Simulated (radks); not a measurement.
Initial-state core-level shifts of the praseodymium ion Pr2+ when its valence configuration changes from [Xe] 4f3. Method: scalar-relativistic Kohn-Sham, PBEsol, spin-polarised, spherical densities, finite nucleus; open shells are filled with parallel spins first (spin-orbit coupling, left out, can overturn this in heavy ions); Fermi nuclear charge, rms radius 4.8919 fm; computed with a radial shooting solver on a logarithmic mesh with Libxc functionals. Shifts are changes of the shell-averaged eigenvalues in eV (positive: less bound); the change of the density at the nucleus, which sets a Mossbauer isomer shift, is in e/bohr^3, on a base of 4.329e+05.

valence,2s,3s,4d,5p,density at nucleus
4f1 6p2,-23.368,-25.546,-22.672,-12.320,+56.96
4f2 6s1,-9.781,-10.741,-9.615,-5.073,+56.94
4f2.5 5d0.5,-3.360,-3.842,-3.347,-1.351,+9.86
4f2 6p1,-10.845,-11.802,-10.677,-6.077,+25.17
4f2 5d1,-7.053,-8.082,-6.970,-2.745,+20.94
4f2.5 6p0.5,-5.178,-5.620,-5.134,-3.003,+11.61
4f1 5d2,-15.277,-17.583,-14.858,-5.568,+46.39
4f1.5 6p1.5,-16.923,-18.462,-16.541,-9.185,+40.36
